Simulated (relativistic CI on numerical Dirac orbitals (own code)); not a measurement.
# d3 in a ligand field

Computed with a parametric ligand-field model of a d^n configuration (Racah B and C, spin-orbit zeta, crystal field), exact diagonalisation.

Field parameters in Wybourne normalisation: Oh B⁴₀ = 21Dq, B⁴₄ = √(5/14) B⁴₀. The field is a parameter set, without covalency.

B = 750 cm⁻¹, C = 3480 cm⁻¹ (C/B = 4.64), Oh, no spin-orbit coupling. Tanabe-Sugano data, E/B above the lowest term (Δ = |10Dq|; b, c mark the second and third term of a kind):

| Δ/B | 4A2 | 4T2 | 4T1 | 4T1(b) | 2E | 2T1 | 2T2 |
| --- | --- | --- | --- | --- | --- | --- | --- |
| 1.0 | 0.00 | 1.00 | 1.79 | 16.21 | 18.82 | 18.89 | 19.27 |
| 5.0 | 0.00 | 5.00 | 8.68 | 21.32 | 20.10 | 20.77 | 23.95 |
| 9.0 | 0.00 | 9.00 | 15.00 | 27.00 | 20.54 | 21.41 | 27.19 |
| 13.0 | 0.00 | 13.00 | 20.68 | 33.32 | 20.82 | 21.74 | 29.02 |
| 17.0 | 0.00 | 17.00 | 25.79 | 40.21 | 21.02 | 21.94 | 30.28 |
| 21.0 | 0.00 | 21.00 | 30.51 | 47.49 | 21.18 | 22.08 | 31.25 |
| 25.0 | 0.00 | 25.00 | 35.00 | 55.00 | 21.31 | 22.19 | 32.03 |
| 29.0 | 0.00 | 29.00 | 39.34 | 62.66 | 21.42 | 22.27 | 32.67 |
| 33.0 | 0.00 | 33.00 | 43.58 | 70.42 | 21.52 | 22.33 | 33.20 |
| 37.0 | 0.00 | 37.00 | 47.77 | 78.23 | 21.60 | 22.38 | 33.64 |
| 41.0 | 0.00 | 41.00 | 51.91 | 86.09 | 21.67 | 22.43 | 34.01 |
| 45.0 | 0.00 | 45.00 | 56.03 | 93.97 | 21.74 | 22.47 | 34.33 |

The ground term stays 4A2.
